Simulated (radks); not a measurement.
Valence configurations of Ni2+ (all share [Ar]). Calculated with a radial shooting solver on a logarithmic mesh with Libxc functionals: scalar-relativistic Kohn-Sham, r2SCAN, spin-polarised, spherical densities, finite nucleus; open shells are filled with parallel spins first; meta-GGA in the generalised Kohn-Sham scheme; Fermi nuclear charge, rms radius 3.7757 fm. Energies are relative to 3d8; eigenvalues in eV for spin up.

| valence | E (eV) | moment (Bohr magnetons) | e(3d) | e(4p) | e(4s) |
|---|---|---|---|---|---|
| 3d8 | 0.000 | 2 | -29.621 | - | - |
| 3d7 4s1 | 6.448 | 4 | -37.113 | - | -25.080 |
| 3d7.5 4p0.5 | 6.600 | 3 | -33.991 | -16.356 | - |
| 3d6.5 4s1.5 | 12.105 | 4 | -41.199 | - | -26.011 |
| 3d7 4p1 | 14.039 | 4 | -38.489 | -18.014 | - |
| 3d6 4s2 | 18.296 | 4 | -45.420 | - | -26.879 |
| 3d6.5 4p1.5 | 22.433 | 5 | -43.127 | -19.548 | - |
| 3d6 4p2 | 31.872 | 6 | -47.905 | -20.947 | - |
| 3d5 4p3 | 54.108 | 8 | -57.869 | -23.521 | - |

NIST lists [Ar] 3d8 as the ground configuration; this level of theory agrees among the configurations tried. The energies are those of spherical high-spin densities, not of single terms.
